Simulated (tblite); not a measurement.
Compound: C₇H₆NO (doublet state).
Structure used (GFN2-xTB), in Å, numbered top down from 1:
```xyz
15
C7H6NO angstrom
N      3.232   -0.050    1.278
C      2.231   -0.063    0.692
C      1.069   -0.066   -0.031
C      0.445    1.208   -0.484
C     -1.027    1.216   -0.209
C     -1.702    0.150    0.217
C     -1.076   -1.159    0.424
O     -1.573   -2.063    1.043
C      0.297   -1.303   -0.259
H      0.922    2.070   -0.009
H      0.578    1.332   -1.569
H     -1.528    2.161   -0.365
H     -2.754    0.207    0.455
H      0.079   -1.440   -1.325
H      0.804   -2.191    0.120
```

All values are computed: GFN2-xTB (tblite) harmonic vibrations without scaling, gas phase. Errors from tens to a few hundred cm⁻¹ against measured bands are possible. One conformer, not necessarily the lowest. Open shells enter through the occupations alone, without spin polarisation, and single modes of such species can be off by tens of per cent.

Harmonic wavenumbers (cm⁻¹): 48.2, 68.5, 157.2, 268.3, 280.0, 367.6, 425.7, 462.3, 487.1, 548.9, 574.3, 693.1, 740.2, 830.3, 853.6, 894.8, 918.9, 947.8, 990.5, 1072.2, 1092.1, 1101.4, 1184.5, 1224.7, 1248.2, 1282.1, 1320.0, 1381.0, 1419.0, 1432.3, 1657.5, 1755.5, 2233.3, 2866.0, 2897.5, 2972.3, 3016.9, 3066.7, 3090.3.

A = 2764, B = 1357, C = 1007 MHz; mass 120.045 u (most abundant isotopes); point group C1, symmetry number 1; spin multiplicity 2.

Problem. Zero-point energy?

Solution. Half the sum of the wavenumbers: 23935 cm⁻¹ = 68.43 kcal/mol.

Problem. Entropy at 298.15 K, 1 bar (ideal gas, RRHO, classical rotation)?

Solution. Translation 40.29, rotation 28.83, vibration 21.11, spin (R ln 2) 1.38: S = 91.6 cal/(mol K).

Problem. And Cp and H(298.15 K) − H(0)?

Solution. Cp = 31.73 cal/(mol K), of which vibrations give 23.78 (their classical limit is 39 R = 77.5); H(298.15 K) − H(0) = 5.73 kcal/mol without the zero-point energy, 3.36 from vibrations.

Problem. How do the functions run with temperature in this model?

Solution. 
| T (K) | S (cal/(mol K)) | Cp (cal/(mol K)) | H − H(0) (kcal/mol) | G − H(0) (kcal/mol) | ln q(vib) |
| --- | --- | --- | --- | --- | --- |
| 150 | 74.7 | 18.9 | 1.99 | -9.22 | 2.21 |
| 250 | 86.4 | 27.5 | 4.31 | -17.29 | 4.03 |
| 400 | 102.1 | 40.0 | 9.40 | -31.45 | 6.91 |
| 600 | 120.9 | 52.5 | 18.74 | -53.79 | 10.84 |
| 900 | 144.5 | 63.9 | 36.35 | -93.73 | 16.51 |

q(vib) and H(0) count from the zero-point level.

Problem. What must be added to the electronic energy to get the Gibbs energy at 298.15 K and 1 bar?

Solution. ZPE + [H(298.15 K) − H(0)] − T·S = 68.43 + 5.73 − 27.31 = 46.85 kcal/mol.

Problem. Blend soft modes into free rotors: weight 1/[1 + (100 cm⁻¹/ν̃)⁴] for the oscillator and the rest for a rotor with moment μB/(μ + B), μ = h/(8π²ν), B = 10⁻⁴⁴ kg m². What vibrational entropy results?

Solution. 19.07 cal/(mol K) in place of 21.11, which changes −T·S at 298.15 K by +0.61 kcal/mol.

Problem. Which modes carry the vibrational entropy at 298.15 K?

Solution. 48.2 cm⁻¹: 4.89; 68.5 cm⁻¹: 4.20; 157.2 cm⁻¹: 2.58; 268.3 cm⁻¹: 1.61; 280.0 cm⁻¹: 1.53; 367.6 cm⁻¹: 1.09 cal/(mol K); the other 33 give 5.21 together.

Hindered rotation and anharmonicity are outside this model. Other conformers, if any are populated, would add a mixing term that is left out. The structure is chiral; the term R ln 2 for an equal mix with its mirror image is left out.
